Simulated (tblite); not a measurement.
Run record: tight-binding relaxation, `[H]/N=[C]/C=C/C(F)=C/Cl` [radical].

Computed with GFN2-xTB geometry optimisation, gas phase (tblite 0.8.0). Start geometry: from a force field or distance geometry. A driver script takes a list of jobs; this job's settings line and coordinates (Å) are shown.

Command:
```bash
OMP_NUM_THREADS=1 python probes_run.py task.json out
```

Input:
```
{"job": {"kind": "relax", "xc": "GFN2-xTB", "basis": "xTB"}, "charge": 0, "multiplicity": 2}
N     -3.320000     0.871700    -0.279100
C     -2.330300     0.338800    -0.016800
C     -1.086600    -0.304100     0.311300
C      0.074500     0.220500    -0.104400
C      1.349900    -0.396800     0.206600
F      1.327300    -1.539800     0.918100
C      2.520500     0.115000    -0.204300
Cl     4.039700    -0.606900     0.155100
H     -4.139000     0.370900     0.094700
H     -1.142300    -1.218200     0.892400
H      0.081900     1.132100    -0.678000
H      2.625600     1.016000    -0.777600
```

Output:
```
step      E/eV     max force
  0    -674.21613   10.145
  1    -673.65585   13.943
  2    -674.70295    3.233
  3    -674.80056    3.181
  4    -674.87612    1.206
  5    -674.99584    1.832
  6    -675.09491    2.362
  7    -675.17668    1.225
  8    -675.21427    0.718
  9    -675.24612    0.437
... (56 lines left out)
 66    -675.67909    0.021
 67    -675.67915    0.026
 68    -675.67922    0.021
 69    -675.67927    0.017
 70    -675.67929    0.011
 71    -675.67930    0.012
 72    -675.67931    0.014
 73    -675.67933    0.014
 74    -675.67934    0.013
 75    -675.67935    0.008
```

«max force» is the largest atomic force in eV/Å.

Q: From which step on does the largest force stay under 0.1 eV/Å, and how much energy is left to gain from there?

A: From step 38 (0.082 eV/Å), 8.6 meV above the end.

In short: energy lowered by 33.7 kcal/mol over 75 steps; largest atomic force 0.008 eV/Å at the end.

Q: Where do the atoms end?

A: 0.255 Å rms from the input after alignment:
```
atom  x, y, z in Å
N1    -3.3875    0.7305    0.1881
C2    -2.3177    0.1734    0.1722
C3    -1.1119   -0.3257    0.3959
C4     0.0931    0.2302   -0.0693
C5     1.3371   -0.3646    0.1593
F6     1.3329   -1.5322    0.8478
C7     2.5361    0.1347   -0.2535
Cl8    4.0253   -0.6419    0.0608
H9    -4.1113    0.6366   -0.5112
H10   -1.0658   -1.2566    0.9466
H11    0.0771    1.1564   -0.6184
H12    2.5937    1.0585   -0.8002
```

Time: 0.48 s wall. Hardware: one thread of an Arm Neoverse V1 (shared host).
Labels such as C1 count atoms from 1, the log's own numbers from 0.
